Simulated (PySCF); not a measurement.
F2HSi (calculated)

All values are calculated (PySCF 2.14.0). Calculation on a computer-drawn molecule: vertical ionisation energy to the stated ion spin, frozen-core CCSD(T) at the basis limit and cheaper methods, single-reference cases, UHF for radicals, no spin-orbit; all values are single points at the evaluated structure, the first of each entry, which is the reference or a displaced copy of it and isn't optimised; the reference structure only sets the zero of the energies above reference; triples share is (T) over the correlation energy.

Common to all runs: charge 0; multiplicity 2; ion multiplicity 1; diffuse functions no; basis cc-pV(n+d)Z; reference is the Hartree-Fock double-zeta minimum; best is HF at quadruple zeta + MP2 correlation extrapolated from triple and quadruple zeta + CCSD(T) minus MP2 at triple zeta; basis step is the size of the change from the same recipe one zeta lower.

```json
{"entry": 1, "formula": "F2HSi", "evaluated_structure": {"atoms_angstrom": [["F", -1.8613, -1.7749, -4.3845], ["Si", -0.7396, -1.0121, -3.4823], ["F", -1.1552, 0.5321, -3.484], ["H", -0.8272, -1.6293, -1.8886]]}, "reference_structure": {"atoms_angstrom": [["F", -1.8542, -1.7763, -4.3793], ["Si", -0.7455, -1.0188, -3.4987], ["F", -1.157, 0.5331, -3.4733], ["H", -0.8172, -1.5381, -2.1197]]}, "given": {"drawn_bonds_atom": [1, 2, 2], "drawn_bonds_other_atom": [2, 3, 4], "drawn_bonds_order": [1, 1, 1]}, "results": {"ionisation_energy_best [eV]": 9.712, "ionisation_energy_basis_step [eV]": 0.07123, "energy_above_reference_best [kcal/mol]": 7.851, "energy_above_reference_basis_step [kcal/mol]": 0.06709, "triple_zeta_method": ["HF", "PBE", "r2SCAN", "B3LYP", "wB97X", "MP2", "CCSD", "CCSD(T)"], "triple_zeta_ionisation_energy [eV]": [9.775, 9.506, 9.767, 9.757, 9.71, 9.557, 9.657, 9.591], "triple_zeta_energy_above_reference [kcal/mol]": [9.703, 5.355, 6.93, 6.824, 7.375, 8.661, 8.01, 7.671], "total_energy_HF_triple_zeta [hartree]": -488.5593, "total_energy_CCSD(T)_triple_zeta [hartree]": -489.1901, "total_energy_best [hartree]": -489.3105, "T1_diagnostic_at_triple_zeta": 0.01518, "D1_diagnostic_at_triple_zeta": 0.05265, "spin_squared_at_triple_zeta": 0.7636, "ion_T1_diagnostic_at_triple_zeta": 0.01899, "ion_D1_diagnostic_at_triple_zeta": 0.06309, "triples_share_at_triple_zeta": 0.02904, "basis_functions_triple_zeta": 113, "dipole_magnitude_HF_at_triple_zeta [debye]": 1.64, "dipole_magnitude_CCSD_unrelaxed_at_triple_zeta [debye]": 1.345, "dipole_magnitude_PBE_at_triple_zeta [debye]": 1.139, "dipole_magnitude_r2SCAN_at_triple_zeta [debye]": 1.214, "dipole_magnitude_B3LYP_at_triple_zeta [debye]": 1.323, "dipole_magnitude_wB97X_at_triple_zeta [debye]": 1.324}}
{"entry": 2, "formula": "F2HSi", "evaluated_structure": {"atoms_angstrom": [["F", -1.8554, -1.7733, -4.3776], ["Si", -0.744, -1.0146, -3.4998], ["F", -1.148, 0.533, -3.4855], ["H", -0.8205, -1.5448, -2.1211]]}, "reference_structure": {"atoms_angstrom": [["F", -1.8542, -1.7763, -4.3793], ["Si", -0.7455, -1.0188, -3.4987], ["F", -1.157, 0.5331, -3.4733], ["H", -0.8172, -1.5381, -2.1197]]}, "given": {"drawn_bonds_atom": [1, 2, 2], "drawn_bonds_other_atom": [2, 3, 4], "drawn_bonds_order": [1, 1, 1]}, "results": {"ionisation_energy_best [eV]": 9.663, "ionisation_energy_basis_step [eV]": 0.06642, "energy_above_reference_best [kcal/mol]": -0.05167, "energy_above_reference_basis_step [kcal/mol]": 0.03301, "triple_zeta_method": ["HF", "PBE", "r2SCAN", "B3LYP", "wB97X", "MP2", "CCSD", "CCSD(T)"], "triple_zeta_ionisation_energy [eV]": [9.682, 9.428, 9.688, 9.671, 9.605, 9.494, 9.601, 9.538], "triple_zeta_energy_above_reference [kcal/mol]": [-0.1379, 0.005673, -0.04741, -0.02512, -0.03921, -0.02771, -0.06304, -0.0482], "total_energy_HF_triple_zeta [hartree]": -488.5750, "total_energy_CCSD(T)_triple_zeta [hartree]": -489.2024, "total_energy_best [hartree]": -489.3231, "T1_diagnostic_at_triple_zeta": 0.01409, "D1_diagnostic_at_triple_zeta": 0.04946, "spin_squared_at_triple_zeta": 0.7543, "ion_T1_diagnostic_at_triple_zeta": 0.01858, "ion_D1_diagnostic_at_triple_zeta": 0.06261, "triples_share_at_triple_zeta": 0.0283, "basis_functions_triple_zeta": 113, "dipole_magnitude_HF_at_triple_zeta [debye]": 1.726, "dipole_magnitude_CCSD_unrelaxed_at_triple_zeta [debye]": 1.431, "dipole_magnitude_PBE_at_triple_zeta [debye]": 1.236, "dipole_magnitude_r2SCAN_at_triple_zeta [debye]": 1.315, "dipole_magnitude_B3LYP_at_triple_zeta [debye]": 1.413, "dipole_magnitude_wB97X_at_triple_zeta [debye]": 1.425}}
```
